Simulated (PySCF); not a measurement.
# Vibration and rotation of SiGe⁺

UHF-CCSD(T) constants of SiGe⁺, ⁴Σ⁻ (quartet), unpaired electrons σ ↑, π ↑↑ (basis Si def2-SVP, Ge def2-SVP; no relativity; PySCF 2.14; masses 27.9769 and 73.9212 u):

| Quantity | Value |
| --- | --- |
| ωe | 365.7 cm⁻¹ |
| ωexe | 1.74 cm⁻¹ |
| Be | 0.1492 cm⁻¹ |
| αe | 0.000865 cm⁻¹ |
| De to Si + Ge⁺ | 2.91 eV |

Task: What force constant and bond length do these constants imply?

Result: Reduced mass μred = 20.296 u; k = 5.8918×10⁻⁷·μred·ωe² (u, cm⁻¹, mdyn/Å) = 1.60 mdyn/Å; Re = √(16.8576/(μred·Be)) (u, cm⁻¹, Å) = 2.359 Å.

Task: Estimate the centrifugal constant D from the Kratzer relation and find the Dunham coefficient a1.

Result: D = 4Be³/ωe² = 9.93e-08 cm⁻¹; a1 = −1 − αeωe/(6Be²) = -3.37.

Correlated steps freeze 14 core orbitals. Correlated levels converge slowly with the basis: in double zeta they bind strong bonds too weakly, by up to about 1 eV, and carry superposition errors of some tenths. Spin–orbit coupling is left out. For an ion De counts to the pair picked by the measured ionisation energies or electron affinities, which need not be the lowest pair at this level. The state is the lowest determinant that a PBE0 search found; another state may lie lower at other levels.
